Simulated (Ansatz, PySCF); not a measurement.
Energy difference R1 → P1 + P2, each structure at its B3LYP-D3(BJ)/def2-TZVP stationary point, reached from a drawn start (curvature not checked).
R1: C3H9Ga (SMILES [CH3][Ga]([CH3])[CH3]), charge 0, multiplicity 1.
P1: C2H6Ga (SMILES [CH3][Ga][CH3]), charge 0, multiplicity 2.
P2: CH3 (SMILES [CH3]), charge 0, multiplicity 2.

P less R. No zero-point or thermal terms; singlets are restricted closed shells; open shells are unrestricted; no spin–orbit coupling.

Frozen-core correlation throughout. In cc and def2 sets filled d and f shells under p-block atoms count as core.

Codes used: Ansatz (Gaussian basis) for Hartree–Fock, density functionals and correlated methods; PySCF for the D3/D4 terms. Each number belongs to the level named beside it.

Problem. What reaction energy does SCS-MP2/cc-pVDZ give?

Solution. 3.26 eV

Problem. Predict the reaction energy from HF/cc-pVDZ.

Solution. 2.27 eV

Problem. Predict the reaction energy from B2PLYP-D3(BJ)/def2-TZVPP.

Solution. 3.31 eV

Ansatz is a quantum-chemistry and plane-wave program.
